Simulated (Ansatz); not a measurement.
Total energies of NbS(OH)3 (NbSO3H3) from Ansatz at r2SCAN-D4/def2-TZVP, gas phase (1 Eh = 27.2114 eV = 2625.5 kJ/mol). The reference geometry is relaxed at PBE0-D4/def2-SVP.

```
atom    x (Å)    y (Å)    z (Å)
 Nb1   0.0399   0.0026  -0.0291
  S2   1.7895   0.1071  -1.2775
  O3   0.4161  -1.0155   1.5057
  H4   1.1944  -1.4765   1.8314
  O5  -1.3689  -0.8045  -0.9762
  H6  -1.4640  -1.1641  -1.8629
  O7  -0.4751   1.7344   0.4890
  H8  -0.1320   2.6166   0.3197
```

```tsv
state	geometry	energy (Eh)
charge 0 singlet	reference	-682.90389
charge 1 doublet	reference	-682.54779
free Nb atom (sextet)	–	-56.86030
free S atom (triplet)	–	-398.08366
free O atom (triplet)	–	-75.05861
free H atom (doublet)	–	-0.49993
```

In the def2 sets Nb takes a core potential; there is no spin–orbit coupling.

Problem. Work out the vertical ionisation energy to the doublet.

Solution. E(charge 1 doublet) − E(charge 0 singlet) = -682.54779 − (-682.90389) = 0.35610 Eh = 9.69 eV. For comparison, −ε of the highest occupied level is 6.78 eV at this level, 2.91 eV less.

Problem. What is the binding energy per atom against free atoms?

Solution. Atoms: 1 × (-56.86030) + 1 × (-398.08366) + 3 × (-75.05861) + 3 × (-0.49993) = -681.61958 Eh. Binding: -681.61958 − (-682.90389) = 1.28431 Eh = 34.95 eV, or 4.37 eV for each of 8 atoms (no zero-point energy, no counterpoise term).
